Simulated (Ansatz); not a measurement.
## Nudged elastic band run: C₂H₈Sn

The input (input.yaml):

```yaml
crystal:
  periodic: [false, false, false]
  atoms:
    - { symbol: Sn, position_ang: [0.215218, -0.7705, -0.255768] }
    - { symbol: H, position_ang: [-0.720911, -2.22238, -0.014993] }
    - { symbol: H, position_ang: [1.67192, -1.194042, -1.116335] }
    - { symbol: C, position_ang: [0.741712, 0.090657, 1.697849] }
    - { symbol: C, position_ang: [-0.950719, 0.662204, -1.448929] }
    - { symbol: H, position_ang: [1.254735, -0.670037, 2.317246] }
    - { symbol: H, position_ang: [1.414597, 0.958408, 1.558795] }
    - { symbol: H, position_ang: [-0.174921, 0.424516, 2.220764] }
    - { symbol: H, position_ang: [-1.82406, 1.013158, -0.866485] }
    - { symbol: H, position_ang: [-0.320684, 1.53248, -1.714947] }
    - { symbol: H, position_ang: [-1.306888, 0.175434, -2.377196] }
basis:
  gaussian: { orbitals: def2-SVP }
hamiltonian:
  xc: blyp
neb:
  order_check: false
  images: 5
  f_tol: 0.05
  max_iterations: 60
  final_atoms:
    - { symbol: Sn, position_ang: [-0.97535838, -0.9262804, 0.34638403] }
    - { symbol: H, position_ang: [1.03807616, -2.37370244, -0.96813317] }
    - { symbol: H, position_ang: [1.46114905, -1.74462507, -1.09920452] }
    - { symbol: C, position_ang: [0.49745615, 0.18118777, 1.65903181] }
    - { symbol: C, position_ang: [-1.03001568, 0.7001819, -1.22497421] }
    - { symbol: H, position_ang: [1.01089194, -0.49809481, 2.368194] }
    - { symbol: H, position_ang: [1.2470015, 0.75304209, 1.07589392] }
    - { symbol: H, position_ang: [-0.09472406, 0.90977777, 2.25727258] }
    - { symbol: H, position_ang: [-1.57324805, 1.56421149, -0.78191263] }
    - { symbol: H, position_ang: [-0.01215589, 1.04978759, -1.49281085] }
    - { symbol: H, position_ang: [-1.56907373, 0.38441212, -2.13973996] }
  initial_path:
    images:
      - { positions_ang: [[0.215218, -0.7705, -0.255768], [-0.720911, -2.22238, -0.014993], [1.67192, -1.194042, -1.116335], [0.741712, 0.090657, 1.697849], [-0.950719, 0.662204, -1.448929], [1.254735, -0.670037, 2.317246], [1.414597, 0.958408, 1.558795], [-0.174921, 0.424516, 2.220764], [-1.82406, 1.013158, -0.866485], [-0.320684, 1.53248, -1.714947], [-1.306888, 0.175434, -2.377196]] }
      - { positions_ang: [[-0.14310565, -0.83550143, -0.07306992], [-0.2694169, -2.22421975, -0.28101894], [1.47289615, -1.25168666, -1.00317232], [0.69997335, 0.10097361, 1.6753256], [-0.95596818, 0.65729766, -1.39851568], [1.25167482, -0.63103545, 2.27994263], [1.36416849, 0.91417879, 1.41090887], [-0.1053702, 0.51463603, 2.26349903], [-1.79254206, 1.13044944, -0.91113435], [-0.2289531, 1.42363626, -1.62244985], [-1.29335772, 0.2011695, -2.34031408]] }
      - { positions_ang: [[-0.5014293, -0.90050286, 0.10962816], [0.18207721, -2.22605949, -0.54704488], [1.2738723, -1.30933132, -0.89000964], [0.65823471, 0.11129022, 1.6528022], [-0.96121737, 0.65239131, -1.34810235], [1.24861464, -0.59203391, 2.24263927], [1.31373998, 0.86994957, 1.26302275], [-0.03581941, 0.60475607, 2.30623406], [-1.76102412, 1.24774088, -0.95578369], [-0.1372222, 1.31479252, -1.52995271], [-1.27982743, 0.226905, -2.30343216]] }
      - { positions_ang: [[-0.85975295, -0.96550428, 0.29232624], [0.63357131, -2.22789924, -0.81307082], [1.07484845, -1.36697598, -0.77684696], [0.61649606, 0.12160683, 1.6302788], [-0.96646655, 0.64748497, -1.29768903], [1.24555446, -0.55303236, 2.2053359], [1.26331146, 0.82572036, 1.11513662], [0.03373139, 0.6948761, 2.34896909], [-1.72950619, 1.36503231, -1.00043304], [-0.0454913, 1.20594879, -1.43745556], [-1.26629715, 0.2526405, -2.26655024]] }
      - { positions_ang: [[-0.89828809, -0.95242966, 0.31034551], [0.76840626, -2.2765003, -0.86475827], [1.20361532, -1.49285901, -0.88429948], [0.57681609, 0.14146714, 1.63986314], [-0.98764959, 0.66505061, -1.27345076], [1.16733362, -0.53471985, 2.25962193], [1.25787481, 0.80149427, 1.10205572], [-0.00908709, 0.76650999, 2.31840358], [-1.67742014, 1.43142537, -0.9275929], [-0.03437949, 1.15389505, -1.45590732], [-1.36722268, 0.29656437, -2.22428015]] }
      - { positions_ang: [[-0.93682324, -0.93935503, 0.32836477], [0.90324121, -2.32510137, -0.91644572], [1.33238219, -1.61874204, -0.991752], [0.53713612, 0.16132746, 1.64944747], [-1.00883264, 0.68261625, -1.24921248], [1.08911278, -0.51640733, 2.31390797], [1.25243816, 0.77726818, 1.08897482], [-0.05190558, 0.83814388, 2.28783808], [-1.6253341, 1.49781843, -0.85475276], [-0.02326769, 1.10184132, -1.47435909], [-1.4681482, 0.34048824, -2.18201005]] }
      - { positions_ang: [[-0.97535838, -0.9262804, 0.34638403], [1.03807616, -2.37370244, -0.96813317], [1.46114905, -1.74462507, -1.09920452], [0.49745615, 0.18118777, 1.65903181], [-1.03001568, 0.7001819, -1.22497421], [1.01089194, -0.49809481, 2.368194], [1.2470015, 0.75304209, 1.07589392], [-0.09472406, 0.90977777, 2.25727258], [-1.57324805, 1.56421149, -0.78191263], [-0.01215589, 1.04978759, -1.49281085], [-1.56907373, 0.38441212, -2.13973996]] }
```

Command:

```bash
$ ansatz run input.yaml --threads 2 --pin off --max-ram 3072MiB --backend cpu --events-out ev --progress --plain --runs-dir out
```

Output, in part (warnings, iteration lines, the closing report on the highest movable image, with atoms numbered from 0):

```
NEB end point (image 0): max|allowed force component| = 1.108e-2 eV/Å (the criterion of neb.relax_end_points is 1.000e-2)
NEB end point (image 6): max|allowed force component| = 1.263e-2 eV/Å (the criterion of neb.relax_end_points is 1.000e-2)
NEB iter   1: max|band force component| = 7.709e0 eV/Å  barrier→ = 2.2602 eV  barrier← = 1.6575 eV  Δτ_max = 0.2000 Å  (187 SCF iters)
NEB iter   2: max|band force component| = 2.087e0 eV/Å  barrier→ = 1.9152 eV  barrier← = 1.3125 eV  Δτ_max = 0.2000 Å  (151 SCF iters)
NEB iter   3: max|band force component| = 1.187e0 eV/Å  barrier→ = 1.5847 eV  barrier← = 0.9820 eV  Δτ_max = 0.1325 Å  (150 SCF iters)
NEB iter   4: max|band force component| = 5.422e-1 eV/Å  barrier→ = 1.5431 eV  barrier← = 0.9404 eV  Δτ_max = 0.0514 Å  (138 SCF iters)
NEB iter   5: max|band force component| = 1.516e0 eV/Å  barrier→ = 1.5024 eV  barrier← = 0.8997 eV  CI = image 3  Δτ_max = 0.1805 Å  (143 SCF iters)
NEB iter   6: max|band force component| = 3.515e0 eV/Å  barrier→ = 2.0674 eV  barrier← = 1.4647 eV  CI = image 3  Δτ_max = 0.1957 Å  (144 SCF iters)
NEB iter   7: max|band force component| = 1.452e0 eV/Å  barrier→ = 1.9261 eV  barrier← = 1.3234 eV  CI = image 3  Δτ_max = 0.1986 Å  (136 SCF iters)
NEB iter   8: max|band force component| = 6.037e-1 eV/Å  barrier→ = 2.0353 eV  barrier← = 1.4326 eV  CI = image 3  Δτ_max = 0.0993 Å  (138 SCF iters)
NEB iter   9: max|band force component| = 4.607e-1 eV/Å  barrier→ = 1.9932 eV  barrier← = 1.3905 eV  CI = image 3  Δτ_max = 0.0985 Å  (134 SCF iters)
NEB iter  10: max|band force component| = 1.303e-1 eV/Å  barrier→ = 1.9615 eV  barrier← = 1.3588 eV  CI = image 3  Δτ_max = 0.0353 Å  (133 SCF iters)
NEB iter  11: max|band force component| = 6.216e-2 eV/Å  barrier→ = 1.9589 eV  barrier← = 1.3561 eV  CI = image 3  Δτ_max = 0.0460 Å  (136 SCF iters)
NEB iter  12: max|band force component| = 7.704e-2 eV/Å  barrier→ = 1.9586 eV  barrier← = 1.3558 eV  CI = image 3  Δτ_max = 0.0225 Å  (134 SCF iters)
NEB iter  13: max|band force component| = 2.121e-2 eV/Å  barrier→ = 1.9577 eV  barrier← = 1.3550 eV  CI = image 3  Δτ_max = 0.0000 Å  (265 SCF iters)
Total energy: -8028.39965545 eV, -295.0382454932 hartree
Atom 0 at    -0.544334    -0.765313     0.155216 Å, force     0.011997    -0.008607    -0.006346 eV/Å
Atom 1 at     0.116509    -2.280396    -0.476282 Å, force    -0.003120     0.019356     0.004981 eV/Å
Atom 2 at     1.079262    -1.322929    -0.822640 Å, force    -0.014368    -0.002189     0.005874 eV/Å
Atom 3 at     0.741661     0.115749     1.749863 Å, force     0.010037    -0.003346    -0.001500 eV/Å
Atom 4 at    -0.996892     0.699502    -1.464138 Å, force     0.000325    -0.006186    -0.008186 eV/Å
Atom 5 at     1.414002    -0.672280     2.136808 Å, force    -0.004148     0.001581    -0.001686 eV/Å
Atom 6 at     1.335735     0.951038     1.337453 Å, force    -0.003714     0.002211     0.001013 eV/Å
Atom 7 at     0.088672     0.479006     2.564706 Å, force    -0.001564    -0.004044    -0.004564 eV/Å
Atom 8 at    -1.961888     1.186946    -1.232512 Å, force     0.003665    -0.003534     0.001719 eV/Å
Atom 9 at    -0.193721     1.455436    -1.526389 Å, force    -0.002147     0.004108     0.002925 eV/Å
Atom 10 at    -1.079006     0.153139    -2.422083 Å, force     0.003036     0.000651     0.005770 eV/Å
Dipole moment:    -0.073820     0.161831     0.068847 e Å
```

The forces met the threshold. Neighbouring images differ by up to 1.3 eV, so the band resolves the path poorly. A vibrational analysis at the climbing image gives one clearly imaginary mode, 1162i cm⁻¹: a first-order saddle point. The orbitals stay closed-shell, which can raise the energy where a bond breaks towards radicals; this wasn't checked here.

Final band (atoms are numbered from 1 in the order of the input):

| image | path coordinate (Å) | energy (kJ/mol) | Sn1–H2 (Å) | Sn1–H3 (Å) | H2–H3 (Å) |
| --- | --- | --- | --- | --- | --- |
| 0 | 0.00 | 0.0 | 1.74 | 1.74 | 2.83 |
| 1 | 0.64 | 12.8 | 1.74 | 1.73 | 2.65 |
| 2 | 1.27 | 88.0 | 1.71 | 1.75 | 2.08 |
| 3 | 1.91 | 188.9 | 1.77 | 1.98 | 1.40 |
| 4 | 2.68 | 65.6 | 2.34 | 2.50 | 0.78 |
| 5 | 3.46 | 59.0 | 2.69 | 2.81 | 0.77 |
| 6 | 4.24 | 58.2 | 2.81 | 2.95 | 0.77 |

The run took 100 s on 2 threads of Arm Neoverse V1, on a shared host, peak memory 0.13 GiB.
